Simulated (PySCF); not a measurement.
Basis-set dependence of the ionisation energy of Ho+

Ho+ [Xe] 4f11 6s1 (high-spin determinant) → Ho(2+) [Xe] 4f11 (high-spin determinant). Calculated with PySCF 2.14 from differences of total energies of unrestricted determinants, without spin-orbit coupling. Values in eV.

| basis | Hamiltonian | functions | UHF | r2SCAN | PBE0 | MP2 (valence) |
| --- | --- | --- | --- | --- | --- | --- |
| cc-pVDZ-X2C | spin-free X2C | 84 | 10.919 | 11.756 | 11.758 | 11.662 |
| x2c-TZVPPall | spin-free X2C | 113 | 10.919 | 11.669 | 11.747 | 11.782 |
| x2c-TZVPPall with one added diffuse shell each of s, p, d, f type | spin-free X2C | 129 | 10.932 | 11.762 | 11.798 | 11.820 |

Q: Estimate the row for ANO-RCC-VTZP (spin-free X2C, 104 functions).

A: From the rows with the same Hamiltonian and similar size; the calculation gives UHF 10.92; r2SCAN 11.74; PBE0 11.79; MP2 (valence) 11.78 (eV).

Frozen in the all-electron rows: valence: [Kr] 4d10.

Both determinants mix LS terms of the configuration, so the numbers do not refer to single terms; with the open shell unchanged, much of this cancels in the difference.

Between the lowest levels the reference is 11.781 ± 0.02 eV (semi-empirical (NIST evaluation); NIST Atomic Spectra Database, ionization energies); it includes spin-orbit coupling, which these numbers lack.
